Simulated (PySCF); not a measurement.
Ligand exchange on a metal centre used in film growth or etching (Zn NH2-Br). Isolated molecules, 0 K electronic values unless said otherwise. One relaxed conformer stands for each flexible species; it need not be the lowest.

All values below come from B3LYP-D3(BJ)/def2-TZVP // PBE-D3(BJ)/def2-SVP (PySCF). All candidates: neutral, multiplicity 1. B3LYP has the VWN-RPA correlation part, as in Gaussian. 

```json
{
 "HOMO": "-8.30 eV",
 "LUMO": "-2.18 eV",
 "HOMO–LUMO gap": "6.12 eV"
}
```

Task: Name which member has these values.
A. [Zn(NH2)(Br)]
B. [Zn(NH2)2]
C. [Zn(Br)2]

Result: C, [Zn(Br)2]. The others give [Zn(NH2)(Br)]: -7.25 eV, -1.43 eV, 5.82 eV; [Zn(NH2)2]: -6.63 eV, -0.76 eV, 5.87 eV
